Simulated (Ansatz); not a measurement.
## The dipole moment down a group: F to I

One atom is swapped for its congeners: BH(CH3)F; BH(CH3)Cl; BH(CH3)I. The Br member is missing. All are singlets with charge 0.

Shapes, held fixed at every level: PBE0-D4/def2-TZVP. Programs: Ansatz 0.2.0. Values in D.

```json
{"level": "PBE-D4/def2-TZVPP", "BH(CH3)F": "1.24", "BH(CH3)Cl": "1.27", "BH(CH3)I": "1.33"}
{"level": "r2SCAN-D4/def2-TZVPP", "BH(CH3)F": "1.29", "BH(CH3)Cl": "1.36", "BH(CH3)I": "1.49"}
{"level": "B3LYP-D4/def2-TZVPP", "BH(CH3)F": "1.30", "BH(CH3)Cl": "1.31", "BH(CH3)I": "1.42"}
{"level": "wB97M-V/def2-TZVPP", "BH(CH3)F": "1.28", "BH(CH3)Cl": "1.32", "BH(CH3)I": "1.52"}
```

At wB97M-V/def2-TZVPP the dipole moment rises at every step, from 1.28 to 1.52 D. Every level shows the same order. For atoms past krypton def2 sets carry core potentials with scalar relativity.
